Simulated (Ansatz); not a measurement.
Born–Oppenheimer molecular dynamics of ClF2GeH3 (7 atoms, charge 0, multiplicity 1). It starts at the highest image of a converged band. Of that band: A structure lower than the last end lies on the path between it and the top, so the climb from that side starts below the end, which may itself be a saddle point or a shallow side well. Neighbouring images differ by up to 1.3 eV, so the band resolves the path poorly. A vibrational analysis at the climbing image gives one clearly imaginary mode, 883i cm⁻¹: a first-order saddle point.

Computed with Ansatz, RKS PBE/def2-SVP.

| Property | Result |
| --- | --- |
| ensemble | NVE (velocity Verlet) |
| time step | 0.5 fs |
| steps asked | 200 |
| starting velocities drawn for | 100 K |
| seed | 11885 |

First frame:

```xyz
7
Properties=species:S:1:pos:R:3
Ge -0.334 -0.037 -0.063
H 0.228 0.190 1.623
F 1.399 -0.239 -0.322
H -0.699 1.208 -0.882
F -0.848 -1.618 -0.572
Cl -2.344 0.170 1.402
H -0.710 0.219 1.816
```

**Question.** How far do the bonds stretch over the last three quarters of this one trajectory? (Pairs bonded in most of those frames.)

**Answer.** 
```
  bond  mean (Å)  spread (Å)  shortest  longest
Ge1–H2     1.550       0.057      1.46     1.64
Ge1–F3     1.763       0.012      1.74     1.78
Ge1–H4     1.544       0.015      1.52     1.57
Ge1–F5     1.754       0.011      1.74     1.77
Cl6–H7     1.306       0.037      1.25     1.37
```

Pairs bonded in part of these frames only: Ge1–Cl6 21 %.

Mean temperature of the second half: 1863 K. The conserved energy stayed within 0.12 meV per atom of its start (net change 0.02 meV per atom), so the integration is sound. The kinetic energy rose, since the run started high on the potential surface and went downhill. It ends in pieces (ClH + F2GeH2), so much of that is their flight and rotation, not heat. A run of 0.1 ps of so small a system gives no equilibrium averages. The orbitals stay closed-shell, which can raise the energy where a bond breaks towards radicals; this wasn't checked here.

The run took 3.4 min on 2 threads of Intel(R) Xeon(R) Platinum 8488C (Sapphire Rapids) (shared host), peak memory 0.15 GiB.
